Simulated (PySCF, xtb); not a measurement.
CH₃F₅Si₂, SMILES F[SiH](F)C[Si](F)(F)F.

GFN2-xTB (xtb) at its own geometry gives an orbital gap of 6.85 eV and a dipole moment of 2.14 D.

Geometry optimised at B3LYP-D3(BJ)/def2-SVP. The structure was generated by enumeration, and PubChem lists no compound with its InChIKey, so it may never have been made. One conformer was computed; it need not be the lowest.

What does M06-2X/def2-TZVP run with PySCF give? (An estimate is asked for; the answer gives what the named calculation found.)

gap 12.42 eV (levels -11.40 and 1.03 eV), dipole 2.36 D.
